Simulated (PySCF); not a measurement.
**GeC: from constants to spectrum**

PBE0 constants of GeC, ³Π (triplet), unpaired electrons σ ↑, π ↑ (PySCF, scalar-relativistic core potentials, basis sets Ge cc-pVTZ-PP with ECP10, C cc-pVTZ; masses 73.9212 and 12.0000 u):

```
ωe              : 821.8 cm⁻¹
ωexe            : 6.68 cm⁻¹
Be              : 0.5074 cm⁻¹
αe              : 0.00434 cm⁻¹
D (centrifugal) : 7.74e-07 cm⁻¹
De to Ge + C    : 3.83 eV
```

Question: Give the vibrational terms G(v) and spacings up to v = 6.

Answer: G(v) = ωe(v+½) − ωexe(v+½)².

| v | G(v) (cm⁻¹) | G(v) − G(v−1) | Bv (cm⁻¹) |
| --- | --- | --- | --- |
| 0 | 409 |  | 0.5052 |
| 1 | 1218 | 808 | 0.5009 |
| 2 | 2013 | 795 | 0.4965 |
| 3 | 2794 | 782 | 0.4922 |
| 4 | 3563 | 768 | 0.4879 |
| 5 | 4318 | 755 | 0.4835 |
| 6 | 5059 | 742 | 0.4792 |

Question: How well does the Morse estimate ωe²/(4ωexe) reproduce De, and what is D0?

Answer: It gives 3.13 eV, 82 % of the computed De. D0 = De − G(0) = 3.83 − 0.05 = 3.78 eV.

Spin–orbit coupling is left out. The state was picked by a PBE0 search and need not be the measured ground state.
